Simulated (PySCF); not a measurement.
SMILES N#Cc1ccc(S)cc1 (GFN2-xTB optimised geometry):

```
14

N     -1.978    -3.467    -0.005
C     -1.402    -2.475    -0.001
C     -0.694    -1.253     0.000
C     -1.389    -0.043     0.001
C     -0.699     1.151     0.001
C      0.693     1.148     0.000
S      1.623     2.643    -0.002
C      1.390    -0.059     0.000
C      0.703    -1.253     0.000
H     -2.469    -0.046     0.002
H     -1.240     2.086     0.001
H      0.575     3.467    -0.003
H      2.469    -0.047     0.000
H      1.239    -2.191     0.000
```

Method: B3LYP/def2-TZVP run with PySCF.

Q: What are the frontier orbital energies and the dipole moment?

A: HOMO-2 -8.61 eV, HOMO-1 -8.04 eV, HOMO -6.72 eV, LUMO -1.78 eV, LUMO+1 -1.27 eV; dipole moment 4.49 D.

Meta-Löwdin charges at B3LYP/def2-TZVP: N1 -0.23, C2 0.11, C3 -0.04, C4 -0.08, C5 -0.13, C6 -0.05, S7 0.02, C8 -0.13, C9 -0.08, H10 0.14, H11 0.12, H12 0.09, H13 0.13, H14 0.14.
